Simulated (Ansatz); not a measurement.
GeCl3F⁺, that is GeFCl3 with one electron fewer. Charge 1, multiplicity 2. Geometry PBE0-D4/def2-SVP; atoms count from 1.

```csv
atom,x (Å),y (Å),z (Å)
Ge1,0.205,0.189,0.068
F2,0.468,0.701,1.654
Cl3,-0.151,-1.974,0.024
Cl4,1.424,0.972,-1.395
Cl5,-1.945,0.113,-0.350
```

Problem. Estimate the Mulliken populations from the PBE0/def2-TZVP orbitals of Ansatz.

Solution. 
```json
{"atom": "Ge1", "charge (e)": "1.01", "spin (α − β)": "-0.04"}
{"atom": "F2", "charge (e)": "-0.23", "spin (α − β)": "0.00"}
{"atom": "Cl3", "charge (e)": "0.11", "spin (α − β)": "0.52"}
{"atom": "Cl4", "charge (e)": "0.00", "spin (α − β)": "0.00"}
{"atom": "Cl5", "charge (e)": "0.11", "spin (α − β)": "0.52"}
```
Mulliken values and Mayer orders depend strongly on the basis.

Problem. Where does the spin sit?

Solution. Summed by element: Ge -0.04, F 0.00, Cl 1.04, of 1 unpaired in all. Largest on single atoms: Cl3 0.52, Cl5 0.52, Ge1 -0.04.

Problem. And the Mayer bond orders between bonded heavy atoms (over 0.3)?

Solution. Ge1–F2 1.14 (1.69 Å); Ge1–Cl3 0.87 (2.19 Å); Ge1–Cl4 1.33 (2.06 Å); Ge1–Cl5 0.88 (2.19 Å). Values over 0.3 also appear between atoms too far apart for a bond (Cl3–Cl5 0.46 at 2.78 Å); they arise where an orbital or an unpaired electron spreads over both atoms.
